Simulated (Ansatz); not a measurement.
`N[SiH]([SiH3])[InH2]` at its PBE0-D4/def2-TZVP geometry, where that method's forces vanish. The species carries charge 0 and has multiplicity 1. In takes the def2 core potential.

```xyz
12

N    -1.6458    0.7415    0.9467
Si   -0.6318    0.0115   -0.2627
Si    0.5184   -1.7755    0.7227
In    1.0873    1.5074   -1.4997
H    -2.3773    1.3643    0.6387
H    -1.2062    1.1167    1.7735
H    -1.5528   -0.5569   -1.2924
H     1.3807   -1.2678    1.8288
H    -0.3893   -2.8130    1.2838
H     1.4094   -2.4053   -0.2913
H     2.0144    0.9344   -2.8493
H     1.3928    3.1427   -0.9987
```

Q: What forces (eV/Å) does r2SCAN-D4/def2-TZVPP give on these atoms in the Gaussian-basis code of Ansatz? (Estimate.)

A: The calculation gave: 
```
N1  -0.035 -0.054  0.018
Si2  0.024  0.006 -0.048
Si3  0.026 -0.020 -0.002
In4  0.006 -0.005 -0.009
H5  -0.006  0.037  0.015
H6  -0.006  0.033  0.010
H7   0.009  0.004  0.008
H8  -0.016 -0.015 -0.017
H9   0.017  0.012 -0.004
H10 -0.016  0.007  0.026
H11 -0.006  0.019  0.016
H12  0.002 -0.025 -0.013
```
